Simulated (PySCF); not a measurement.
# Computed properties of BH₂Br, SMILES BBr

BH2Br, SMILES BBr. Geometry optimised at B3LYP-D3(BJ)/def2-TZVP. The values are those of a single conformer. All values are computed for the isolated molecule unless a solvent is named; none is compared with measurement here.

**Structure.** The optimised structure has C2v symmetry. All 6 harmonic modes at B3LYP-D3(BJ)/def2-TZVP (PySCF) are real, so it is a minimum.

**Vibrations.** The strongest infrared lines (harmonic, unscaled, degenerate partners summed) lie at 1201 cm⁻¹ (97 km/mol, H 88 %, B 12 %), 2630 cm⁻¹ (93 km/mol, H 96 %), 2750 cm⁻¹ (74 km/mol, H 87 %, B 13 %). The softest mode is at 683 cm⁻¹ and the zero-point energy is 12.9 kcal/mol.

**Electronic structure.** PBE0/def2-TZVPD (PySCF) places the frontier levels at -8.24 and -2.05 eV, a gap of 6.19 eV, and gives a dipole moment of 0.62 D and a mean polarisability of 37.3 bohr³.

**Excitations.** TDA-CAM-B3LYP/def2-TZVPD (PySCF) has S1 at 4.65 eV (267 nm, f = 0.000, dark); the most intense of the 10 singlets computed lies at 6.58 eV (f = 0.14). T1 (TDA) is at 4.32 eV, 0.33 eV under S1. No vertical singlet excitation falls in the visible range (under 3.1 eV).

**NMR.** GIAO shifts at PBE0/pcSseg-2 (PySCF) (non-relativistic, atoms alike by connectivity averaged): ¹H at 8.0 ppm against TMS; ¹¹B at 77.8 ppm against BF3. Without spin–orbit terms, shifts of atoms bonded to Cl or Br come out too high.
